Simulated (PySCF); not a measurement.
C₂H₄N, SMILES CN=[CH], multiplicity 2.

Coordinates come from a B3LYP-D3(BJ)/def2-TZVP optimisation. The isomer is the one that the SMILES or the coordinates give; other isomers of the formula were not compared.

Two levels are set side by side: PBE/def2-TZVPD (PySCF) and r2SCAN/def2-TZVPD (PySCF). Same geometry, gas phase. Differences are taken from unrounded values.

```
quantity                     r2SCAN
---------------------------  ------
α-spin orbital gap (eV)        3.70
β-spin orbital gap (eV)        5.06
dipole moment (D)              2.13
mean polarisability (bohr³)    36.9
```

Task: What does PBE give, and how far is it from r2SCAN? (Estimate from the structure and the level; the computed values follow.)

Result: 
```
quantity                      PBE  PBE minus r2SCAN
---------------------------  ----  ----------------
α-spin orbital gap (eV)      3.05             -0.64
β-spin orbital gap (eV)      4.39             -0.67
dipole moment (D)            2.13              0.00
mean polarisability (bohr³)  38.4               1.5
```

Rough cost on one machine, each run with all the roots and properties that it gave: r2SCAN against PBE about 2 times.
